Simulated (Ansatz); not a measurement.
A calculation with Ansatz (development build ahead of 0.2.0).

```yaml
crystal:
  periodic: [false, false, false]
  atoms:
    - { symbol: C, position_ang: [1.02219, -0.07992, 0.0] }
    - { symbol: C, position_ang: [-0.07992, 1.02219, 0.0] }
    - { symbol: C, position_ang: [-1.02219, 0.07992, 0.0] }
    - { symbol: C, position_ang: [0.07992, -1.02219, 0.0] }
    - { symbol: C, position_ang: [2.53219, -0.07992, 0.0] }
    - { symbol: H, position_ang: [2.89219, 0.95008, 0.0] }
    - { symbol: H, position_ang: [2.89219, -0.58992, 0.89] }
    - { symbol: H, position_ang: [2.89219, -0.58992, -0.89] }
    - { symbol: C, position_ang: [-0.07992, 2.53219, 0.0] }
    - { symbol: H, position_ang: [-1.10992, 2.89219, 0.0] }
    - { symbol: H, position_ang: [0.43008, 2.89219, 0.89] }
    - { symbol: H, position_ang: [0.43008, 2.89219, -0.89] }
    - { symbol: C, position_ang: [-2.53219, 0.07992, 0.0] }
    - { symbol: H, position_ang: [-2.89219, -0.95008, 0.0] }
    - { symbol: H, position_ang: [-2.89219, 0.58992, 0.89] }
    - { symbol: H, position_ang: [-2.89219, 0.58992, -0.89] }
    - { symbol: C, position_ang: [0.07992, -2.53219, 0.0] }
    - { symbol: H, position_ang: [1.10992, -2.89219, 0.0] }
    - { symbol: H, position_ang: [-0.43008, -2.89219, 0.89] }
    - { symbol: H, position_ang: [-0.43008, -2.89219, -0.89] }
basis:
  gaussian: { orbitals: def2-TZVP }
magnetization:
  spin_polarized: true
  initial_magnetization: 2
hamiltonian:
  xc: pbe0
```

The input is written out in the form of the current development build from the run's settings.

The run gave:

```
Converged                       : yes
Total energy                    : -311.63947 hartree
Spin squared of the determinant : 2.007
Stability test                  : minimum
```

Caution: another spin multiplicity may lie lower.
